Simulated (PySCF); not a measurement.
**SeF⁻: input and log**

State: ¹Σ⁺ (singlet), closed shell.

An equivalent input (the run itself took its basis sets from the Basis Set Exchange, started from a PBE0 density and held the occupation σ 10α 10β, πx 5α 5β, πy 5α 5β, δx 1α 1β, δy 1α 1β):

```python
from pyscf import gto, scf, cc
mol = gto.M(atom='Se 0 0 0; F 0 0 1.886', basis={'Se': 'aug-pcseg-1', 'F': 'aug-pcseg-1'},
            charge=-1, spin=0, verbose=4, symmetry='C2v')
mf = scf.RHF(mol)
mf.irrep_nelec = {'A1': 22, 'A2': 2, 'B1': 10, 'B2': 10}
mf.conv_tol = 1e-9
mf.max_cycle = 60
mf.diis_space = 10
mf.kernel()
mycc = cc.CCSD(mf, frozen=[0, 1, 2, 3, 4, 5, 6, 7, 8, 9])
mycc.run(conv_tol=1e-7, conv_tol_normt=1e-5, max_cycle=80, diis_space=8)
et = mycc.ccsd_t()
```

The SCF ended at -2498.96358410 hartree. The coupled-cluster part of the log:

```
******** <class 'pyscf.cc.ccsd.CCSD'> ********
CC2 = 0
CCSD nocc = 12, nmo = 49
frozen orbitals [0, 1, 2, 3, 4, 5, 6, 7, 8, 9]
max_cycle = 80
direct = 0
conv_tol = 1e-07
conv_tol_normt = 1e-05
diis_space = 8
diis_start_cycle = 0
diis_start_energy_diff = 1e+09
Init t2, MP2 energy = -2499.29204938859  E_corr(MP2) -0.328465283960528
Init E_corr(CCSD) = -0.328465283961587
cycle = 1  E_corr(CCSD) = -0.326420761512864  dE = 0.00204452245  norm(t1,t2) = 0.0696475
cycle = 2  E_corr(CCSD) = -0.338416666146505  dE = -0.0119959046  norm(t1,t2) = 0.0263455
cycle = 3  E_corr(CCSD) = -0.337564946899017  dE = 0.000851719247  norm(t1,t2) = 0.0164815
cycle = 4  E_corr(CCSD) = -0.33926127975012  dE = -0.00169633285  norm(t1,t2) = 0.00563223
cycle = 5  E_corr(CCSD) = -0.339331438184963  dE = -7.01584348e-05  norm(t1,t2) = 0.00131974
cycle = 6  E_corr(CCSD) = -0.339250374129817  dE = 8.10640551e-05  norm(t1,t2) = 0.000597162
cycle = 7  E_corr(CCSD) = -0.339231585318734  dE = 1.87888111e-05  norm(t1,t2) = 0.000197755
cycle = 8  E_corr(CCSD) = -0.33923573915162  dE = -4.15383289e-06  norm(t1,t2) = 7.68703e-05
cycle = 9  E_corr(CCSD) = -0.339238931703883  dE = -3.19255226e-06  norm(t1,t2) = 2.36927e-05
cycle = 10  E_corr(CCSD) = -0.339238999048905  dE = -6.73450226e-08  norm(t1,t2) = 7.42237e-06
CCSD converged
E(CCSD) = -2499.302823103674  E_corr = -0.3392389990489052
CCSD(T) correction = -0.00977862612111858
```

T1 diagnostic 0.014, D1 0.048, 24 electrons correlated.

Repeating this along the bond gives Re = 1.910 Å and ωe = 528 cm⁻¹.

A point of this curve took 5.9 CPU seconds beside 0.38 for the integrals (shared host).

Correlated steps freeze 10 core orbitals.
